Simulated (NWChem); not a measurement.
Correlation energy of boron monoxide dimer (B2O2)

```xyz
4

O      0.0000     0.0000    -2.0254
B      0.0000     0.0000    -0.8262
B      0.0000     0.0000     0.8262
O      0.0000     0.0000     2.0254
```
Charge 0, spin multiplicity 1.

All runs are NWChem calculations. Structure: optimised with PBE0/def2-SVP, a minimum by its harmonic frequencies. It is one conformer; others weren't searched.

Basis set: 3-21G. Each correlation energy counts from its own Hartree-Fock reference.

The correlated methods keep 4 core orbitals frozen. Coupled-cluster values serve here as a point of comparison, not as the truth.

```tsv
method	correlation energy (mHa)
CCSD(T)	(withheld)
CCSD	(withheld)
CCSD+T(CCSD)	-392.3
CR-CCSD(T)	-383.9
SCS-MP2	(withheld)
CR-CCSD[T]	(withheld)
MP2	-380.7
```

### Question
Some entries are withheld; supply them.

### Answer

- CCSD(T), correlation energy (mHa): -387.7
- CCSD, correlation energy (mHa): -371.4
- SCS-MP2, correlation energy (mHa): -367.0
- CR-CCSD[T], correlation energy (mHa): -387.2
